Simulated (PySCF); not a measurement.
Spin-rotation constants: `C[C@@](Cl)(Br)C=C=O`, C$_{4}$H$_{4}$BrClO

Cartesian coordinates in Å; atom numbers follow the order of the lines, from 1:
```xyz
11

C    -0.9683   -0.8280   -0.0262
C    -0.4224    0.5798    0.0502
Cl   -1.3352    1.6433   -1.0818
Br   -0.7681    1.2793    1.9038
C     1.0289    0.6916   -0.2309
C     1.8020   -0.3146   -0.5076
O     2.5064   -1.1980   -0.7580
H    -2.0326   -0.8367    0.2002
H    -0.4533   -1.4647    0.6919
H    -0.8203   -1.2264   -1.0291
H     1.4683    1.6770   -0.1983
```

Method used: GIAO wB97X-D/pcSseg-1 magnetisability, rotational g tensor and spin-rotation constants, non-relativistic, gas phase (PySCF 2.14.0). Geometry: GFN2-xTB.

The calculation is non-relativistic, which matters for the atoms heavier than Zn.

Question: Give the nuclear spin-rotation constants along the inertial axes (H = +C I·J) beside the isotropic shieldings.

Answer: Rotational constants 1.8267, 0.9867, 0.7543 GHz. A star marks the isotopologue with that one atom substituted, in its own axes.
| atom | isotope | Caa (kHz) | Cbb (kHz) | Ccc (kHz) | mean (kHz) | σ (ppm) |
| --- | --- | --- | --- | --- | --- | --- |
| Cl3 | 35Cl | 0.836 | 0.135 | 0.440 | 0.470 | 485.5 |
| Br4 | 79Br | 2.688 | 2.417 | 3.202 | 2.769 | 1342.3 |
| H8 | 1H | -0.057 | -0.101 | -0.035 | -0.064 | 28.9 |
| H9 | 1H | -0.199 | 0.010 | -0.070 | -0.086 | 29.5 |
| H10 | 1H | -0.045 | -0.070 | -0.076 | -0.063 | 29.7 |
| H11 | 1H | -0.196 | -0.123 | 0.050 | -0.090 | 27.4 |
| C1 | 13C* | 0.346 | 0.185 | 0.113 | 0.215 | 145.9 |
| C2 | 13C* | 0.502 | 0.220 | 0.221 | 0.314 | 86.9 |
| C5 | 13C* | 0.297 | 0.155 | 0.169 | 0.207 | 142.6 |
| C6 | 13C* | 0.622 | 0.477 | 0.328 | 0.476 | -16.9 |
| O7 | 17O* | -0.837 | -0.482 | -0.166 | -0.495 | -83.2 |

For the geometry as given, no vibrational averaging.

Question: How do the rotational constants and the g tensor change when H8, H9, H10, H11 are replaced by deuterium?

Answer: Constants 1.7185, 0.9500, 0.7474 GHz; g -0.0165, -0.0092, -0.0134, against -0.0175, -0.0095, -0.0135 before.
